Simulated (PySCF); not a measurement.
(FGe)4Se6 adamantane, F4Ge4Se6.
Bonds: Ge1–F2, Ge1–Se3, Ge1–Se9, Ge1–Se13, Se3–Ge4, Ge4–F5, Ge4–Se6, Ge4–Se14, Se6–Ge7, Ge7–F8, Ge7–Se9, Ge7–Se10, Se10–Ge11, Ge11–F12, Ge11–Se13, Ge11–Se14.

Method: PySCF 2.14.0, PBE0-D3(BJ)/def2-SVP geometry optimisation, gas phase; density fitting, grid level 1; the optimiser is geomeTRIC in internal coordinates, started from a GFN2-xTB structure with every atom displaced at random (about 0.03 Å).

Step 0: E = -628882.7441 eV
```
atom  x, y, z in Å  |  force x, y, z in eV/Å
Ge1     1.3148    1.5985   -0.5547   -0.638   2.434  -0.344
F2      2.2621    3.0413   -1.0422   -0.648  -1.275   0.405
Se3    -0.7039    1.9558   -2.0910    1.184  -0.882   1.287
Ge4    -1.7111    0.0179   -1.2062   -3.383   0.146  -0.922
F5     -3.3053    0.0023   -2.2059    2.374  -0.028   1.473
Se6    -0.8744   -2.1373   -1.7860    0.912   0.770   0.987
Ge7     1.1036   -1.8575   -0.3359   -0.106  -1.124   0.177
F8      2.0068   -3.3552   -0.6318   -0.532   0.978   0.188
Se9     2.7130   -0.1903   -0.9965   -0.427  -0.601   0.084
Se10    0.6345   -1.9812    2.0853   -0.187   0.971  -1.327
Ge11   -0.5448    0.1560    2.1274   -0.532   0.183   0.593
F12    -0.9266    0.2974    3.8448    0.219  -0.073  -0.777
Se13    0.7757    2.1743    1.7599   -0.238  -1.244  -0.996
Se14   -2.7638    0.2341    1.0761    2.002  -0.254  -0.828
```

Step 1: E = -628883.8500 eV
```
atom  x, y, z in Å  |  force x, y, z in eV/Å
Ge1     1.2581    1.6149   -0.5507   -0.359   0.727  -0.289
F2      2.2082    2.9971   -1.0100    0.066  -0.141   0.028
Se3    -0.6465    1.9224   -1.9792    0.541  -0.227   0.316
Ge4    -1.7052    0.0181   -1.1660   -1.102   0.011  -0.180
F5     -3.1793   -0.0004   -2.1091    0.273   0.009   0.131
Se6    -0.8381   -2.0943   -1.7004    0.303   0.151   0.213
Ge7     1.0622   -1.8408   -0.3233    0.016  -0.207  -0.014
F8      1.9503   -3.3050   -0.5992    0.003   0.001   0.014
Se9     2.6296   -0.2097   -1.0018   -0.134  -0.188   0.010
Se10    0.6149   -1.9083    1.9886   -0.041   0.241  -0.222
Ge11   -0.5430    0.1552    2.0539   -0.063   0.073   0.314
F12    -0.9192    0.2857    3.7451    0.017  -0.002  -0.051
Se13    0.7364    2.1069    1.6856    0.012  -0.328  -0.078
Se14   -2.6478    0.2144    1.0097    0.469  -0.119  -0.193
```

Step 2: E = -628883.9312 eV
```
atom  x, y, z in Å  |  force x, y, z in eV/Å
Ge1     1.2474    1.6440   -0.5586    0.006   0.093   0.019
F2      2.2287    2.9997   -1.0072    0.083   0.005  -0.012
Se3    -0.6174    1.9105   -1.9429   -0.073  -0.020  -0.192
Ge4    -1.7532    0.0120   -1.1823   -0.009  -0.018   0.070
F5     -3.1960    0.0008   -2.1301   -0.172   0.032  -0.158
Se6    -0.8253   -2.0865   -1.6790   -0.010  -0.001  -0.069
Ge7     1.0598   -1.8450   -0.3192    0.105   0.020  -0.042
F8      1.9534   -3.3055   -0.5849   -0.008  -0.049   0.002
Se9     2.5961   -0.2125   -1.0136    0.009  -0.009   0.003
Se10    0.6199   -1.8812    1.9747    0.026  -0.050   0.094
Ge11   -0.5385    0.1566    2.0632    0.061   0.055   0.098
F12    -0.9218    0.2824    3.7496   -0.034   0.010  -0.014
Se13    0.7417    2.0828    1.6832    0.106  -0.008   0.115
Se14   -2.6142    0.1982    0.9904   -0.089  -0.061   0.085
```

Step 3: E = -628883.9451 eV
```
atom  x, y, z in Å  |  force x, y, z in eV/Å
Ge1     1.2503    1.6535   -0.5599   -0.114   0.045  -0.005
F2      2.2469    2.9991   -1.0071    0.023  -0.009  -0.006
Se3    -0.6242    1.9052   -1.9603    0.030  -0.031  -0.055
Ge4    -1.7755    0.0118   -1.1925   -0.050  -0.003   0.059
F5     -3.2194    0.0022   -2.1513    0.024   0.026  -0.003
Se6    -0.8236   -2.0803   -1.6844    0.015  -0.004  -0.032
Ge7     1.0657   -1.8436   -0.3174    0.006   0.031  -0.010
F8      1.9549   -3.3073   -0.5830   -0.022  -0.025   0.001
Se9     2.5977   -0.2093   -1.0109    0.014   0.016   0.003
Se10    0.6278   -1.8809    1.9840    0.023  -0.037   0.023
Ge11   -0.5333    0.1570    2.0756    0.021   0.034  -0.029
F12    -0.9265    0.2837    3.7586   -0.030   0.016  -0.002
Se13    0.7566    2.0798    1.6947    0.073  -0.016   0.031
Se14   -2.6168    0.1852    0.9972   -0.011  -0.042   0.026
```

Problem. Estimate the geometry and energy of step 4. (The exact step hangs on the optimiser's Hessian estimate; all steps are aligned on step 3, rigid shifts and turns removed.)

Solution. E = -628883.9495 eV, largest force 0.076 eV/Å
```
atom  x, y, z in Å  |  force x, y, z in eV/Å
Ge1     1.2441    1.6590   -0.5627   -0.075   0.014   0.008
F2      2.2507    2.9972   -1.0102    0.000   0.002  -0.003
Se3    -0.6229    1.8978   -1.9737    0.013  -0.014  -0.016
Ge4    -1.7820    0.0134   -1.1898    0.003  -0.020   0.053
F5     -3.2207    0.0106   -2.1554    0.003   0.015   0.002
Se6    -0.8204   -2.0742   -1.6880    0.011  -0.004  -0.015
Ge7     1.0677   -1.8412   -0.3160   -0.011   0.026   0.003
F8      1.9493   -3.3097   -0.5831   -0.018  -0.007   0.002
Se9     2.5968   -0.2036   -1.0078    0.010   0.002   0.009
Se10    0.6337   -1.8835    1.9896    0.006  -0.003  -0.011
Ge11   -0.5297    0.1562    2.0790    0.028   0.012  -0.040
F12    -0.9354    0.2877    3.7586   -0.013   0.015   0.004
Se13    0.7668    2.0772    1.6993    0.028  -0.028   0.001
Se14   -2.6173    0.1693    1.0034    0.013  -0.010   0.003
```

The energy changes by -0.0044 eV. The first-order estimate −F·Δx gives -0.0056 eV and the mean of the old and new forces, exact on a quadratic surface, -0.0038 eV. The step makes an angle of 42° with the force vector and moves no atom by more than 0.017 Å.

The cost below is that of the whole optimisation. On an Intel Xeon 6975P-C with 2 threads, shared host, this took 28 min wall, 57 min CPU and 5.5 GiB of memory at its peak.
